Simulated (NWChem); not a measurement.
# Si2H2, singlet; SMILES [Si]=[SiH2]

Low-valent species are run as closed-shell singlets; no triplet was tried in these runs.

Q: Give the equilibrium geometry at PBE-D3(BJ)/def2-SVP (NWChem) as a list of bonds and angles, with the point group.

A: point group C2v; any orientation.
Bonded distances (Å): Si1–Si2 2.217, Si1–H3 1.507, Si1–H4 1.507. Angles (°): Si2–Si1–H3 124.0, Si2–Si1–H4 124.0, H3–Si1–H4 112.0.
